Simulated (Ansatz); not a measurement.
C2H3ClFI can be A, `FC(Cl)CI`, or B, `CC(F)(Cl)I`.

Calculated with Ansatz (gas phase, PBE0-D4/def2-TZVP geometries, no zero-point term in ΔE). CCSD(T)/CBS adds triple-zeta CCSD(T) − MP2 to the extrapolated MP2 energy (def2 sets, frozen cores). DFT in def2-TZVPP. B3LYP here is the variant with VWN-RPA as its local correlation; programs differ in this. Elements past krypton have def2 core potentials. For I outer-core shells are correlated without core-valence functions, which leaves a few kJ/mol of doubt a bond. One conformer a species, not always the lowest.

Q: Which isomer does CCSD(T)/CBS put lower? Give the gap. (Estimate.)

A: Ansatz gave: A, by 9.9 kJ/mol.

Q: Give E(B) − E(A) in kJ/mol with CCSD(T)/def2-TZVPP, PBE-D4, CCSD(T)/def2-SVP, HF/def2-TZVPP, ωB97M-V, LDA (SPW92), B3LYP. (An estimate is asked.)

A: Ansatz gave: CCSD(T)/def2-TZVPP 12.8, PBE-D4 4.0, CCSD(T)/def2-SVP 9.0, HF/def2-TZVPP 27.3, ωB97M-V 9.4, LDA (SPW92) 0.5, B3LYP 12.3. None reverses the order clearly.

Q: Does the order hold for the free energy at 298.15 K (harmonic terms from PBE0-D4)? (Best estimate.)

A: Ansatz gave: Yes: G(B) − G(A) = +8.2 kJ/mol, for one conformer each.

Largest T1 diagnostic: 0.010.

From PBE to PBE0 (25 % exact exchange), in def2-TZVPP and without D4, E(B) − E(A) moves by +5.2 kJ/mol. In def2-TZVPP, CCSD(T) changes the Hartree–Fock value by −14.5 kJ/mol (the triples alone add −3.2 kJ/mol) and MP2 by −18.3 kJ/mol.
